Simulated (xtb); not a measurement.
Br3In, charge -1, doublet, geometry from GFN2-xTB (such geometries of metal compounds can be far from the true shape) (a state made from the parent by changing its charge; the spin is typed, not shown lowest); GFN2-xTB run with xtb.

Input for xtb:
```
$ xtb mol.xyz --gfn 2 --chrg -1 --uhf 1 --ohess --json

# file mol.xyz
4

In    -0.24213934     0.26632762     0.54429888
Br    -1.91918111    -1.62269899    -0.42487162
Br     0.10708824     2.14779252    -1.36837256
Br     2.15108795    -0.89795219     1.03122575
```

It wrote (shortened):

```
   ID    Z sym.   atoms
    1   49 In     1
    2   35 Br     2-4

           -------------------------------------------------
          |                Calculation Setup                |
           -------------------------------------------------

           -------------------------------------------------
          |                 G F N 2 - x T B                 |
           -------------------------------------------------

          ...................................................
          :                      SETUP                      :
          :.................................................:
          :  # basis functions                  40          :
          :  # atomic orbitals                  36          :
          :  # shells                           12          :
          :  # electrons                        25          :
          :  max. iterations                   250          :
          :  Hamiltonian                  GFN2-xTB          :
          :  restarted?                      false          :
          :  GBSA solvation                  false          :
          :  PC potential                    false          :
          :  electronic temp.          300.0000000     K    :
          :  accuracy                    1.0000000          :
          :  -> integral cutoff          0.2500000E+02      :
          :  -> integral neglect         0.1000000E-07      :
          :  -> SCF convergence          0.1000000E-05 Eh   :
          :  -> wf. convergence          0.1000000E-03 e    :
          :  Broyden damping             0.4000000          :
          :  net charge                         -1          :
          :  unpaired electrons                  1          :
          ...................................................

 iter      E             dE          RMSdq      gap      omega  full diag
   1    -13.8866707 -0.138867E+02  0.140E+01    6.51       0.0  T
   2    -13.9303403 -0.436695E-01  0.404E+00    7.06       1.0  T
   3    -13.9331170 -0.277669E-02  0.347E+00    6.91       1.0  T
   4    -13.9343582 -0.124120E-02  0.147E+00    6.90       1.0  T
   5    -13.9346630 -0.304812E-03  0.481E-01    6.94       1.0  T
   6    -13.9347404 -0.773895E-04  0.327E-01    6.94       1.0  T
   7    -13.9347531 -0.127371E-04  0.144E-01    6.94       1.0  T
   8    -13.9347555 -0.236088E-05  0.119E-02    6.93       4.2  T
   9    -13.9347555 -0.473332E-07  0.707E-03    6.93       7.1  T
  10    -13.9347555 -0.152429E-07  0.365E-03    6.93      13.7  T
  11    -13.9347555 -0.314132E-08  0.156E-03    6.93      32.1  T
  12    -13.9347555 -0.151298E-08  0.221E-04    6.93     226.6  T
  13    -13.9347555 -0.160584E-09  0.172E-05    6.93    2899.2  T

   *** convergence criteria satisfied after 13 iterations ***

         :::::::::::::::::::::::::::::::::::::::::::::::::::::
         ::                     SUMMARY                     ::
         :::::::::::::::::::::::::::::::::::::::::::::::::::::
         :: total energy             -13.932730434017 Eh    ::
         :: gradient norm              0.000008247310 Eh/a0 ::
         :: HOMO-LUMO gap              6.934704336411 eV    ::
         ::.................................................::
         :: SCC energy               -13.934752246591 Eh    ::
         :: -> isotropic ES            0.112610259277 Eh    ::
         :: -> anisotropic ES         -0.005414769719 Eh    ::
         :: -> anisotropic XC         -0.015583252264 Eh    ::
         :: -> dispersion             -0.004413034738 Eh    ::
         :: repulsion energy           0.002021812575 Eh    ::
         :: add. restraining           0.000000000000 Eh    ::
         :: total charge              -0.999999999721 e     ::
         :::::::::::::::::::::::::::::::::::::::::::::::::::::

      -----------------------------------------------------------
     |                   =====================                   |
[...]
 * total energy  :   -13.9327304 Eh     change       -0.5009326E-12 Eh
   *** GEOMETRY OPTIMIZATION CONVERGED AFTER 1 ITERATIONS ***
         :: total energy             -13.932730434017 Eh    ::
[...]
 Raman intensities (Ä⁴*amu⁻¹)
   1:  0.00   2:  0.00   3:  0.00   4:  0.00   5:  0.00   6:  0.00   7:  0.00   8:  0.00
   9:  0.00  10:  0.00  11:  0.00  12:  0.00
 output can be read by thermo (or use thermo option).
 writing <g98.out> molden fake output.
 recommended (thermochemical) frequency scaling factor: 1.0
           -------------------------------------------------
          |             Thermodynamic Functions             |
           -------------------------------------------------

c3v symmetry found (for desy threshold:  0.10E+00) used in thermo

          ...................................................
          :                      SETUP                      :
          :.................................................:
          :  # frequencies                           6      :
          :  # imaginary freq.                       0      :
          :  linear?                             false      :
          :  only rotor calc.                    false      :
          :  symmetry                              c3v      :
          :  rotational number                       3      :
          :  scaling factor                  1.0000000      :
          :  rotor cutoff                   50.0000000 cm⁻¹ :
          :  imag. cutoff                  -20.0000000 cm⁻¹ :
          :.................................................:

    mode    ω/cm⁻¹     T·S(HO)/kcal·mol⁻¹    T·S(FR)/kcal·mol⁻¹   T·S(vib)
   ------------------------------------------------------------------------
       1     40.58    -1.55956 ( 30.25%)    -1.11831 ( 69.75%)    -1.25179
       2     40.58    -1.55950 ( 30.26%)    -1.11828 ( 69.74%)    -1.25178
       3     42.25    -1.53571 ( 33.76%)    -1.10635 ( 66.24%)    -1.25131
       4    146.79    -0.80901 ( 98.67%)    -0.73748 (  1.33%)    -0.80806
       5    160.09    -0.75990 ( 99.06%)    -0.71178 (  0.94%)    -0.75944
       6    160.10    -0.75986 ( 99.06%)    -0.71176 (  0.94%)    -0.75941
   ------------------------------------------------------------------------

   temp. (K)  partition function   enthalpy   heat capacity  entropy
                                   cal/mol     cal/K/mol   cal/K/mol   J/K/mol
 298.15  VIB  0.117E+04             2799.758      9.571     20.399
         ROT  0.837E+06              888.752      2.981     30.082
         INT  0.976E+09             3688.510     12.552     50.481
         TR   0.646E+28             1481.254      4.968     43.471
         TOT                        5169.7640    17.5202    93.9516   393.0933

       T/K    H(0)-H(T)+PV         H(T)/Eh          T*S/Eh         G(T)/Eh
   ------------------------------------------------------------------------
    298.15    0.823854E-02    0.958354E-02    0.446394E-01   -0.350559E-01
   ------------------------------------------------------------------------

         :::::::::::::::::::::::::::::::::::::::::::::::::::::
         ::                  THERMODYNAMIC                  ::
         :::::::::::::::::::::::::::::::::::::::::::::::::::::
         :: total free energy         -13.967786317842 Eh   ::
         ::.................................................::
         :: total energy              -13.932730434017 Eh   ::
         :: zero point energy           0.001344991784 Eh   ::
         :: G(RRHO) w/o ZPVE           -0.036400875610 Eh   ::
         :: G(RRHO) contrib.           -0.035055883825 Eh   ::
         :::::::::::::::::::::::::::::::::::::::::::::::::::::

optimized geometry written to: xtbopt.xyz

           -------------------------------------------------
          | TOTAL ENERGY              -13.932730434017 Eh   |
          | TOTAL ENTHALPY            -13.923146898851 Eh   |
          | TOTAL FREE ENERGY         -13.967786317842 Eh   |
          | GRADIENT NORM               0.000008245880 Eh/α |
          | HOMO-LUMO GAP               6.934704435297 eV   |
           -------------------------------------------------

normal termination of xtb
```
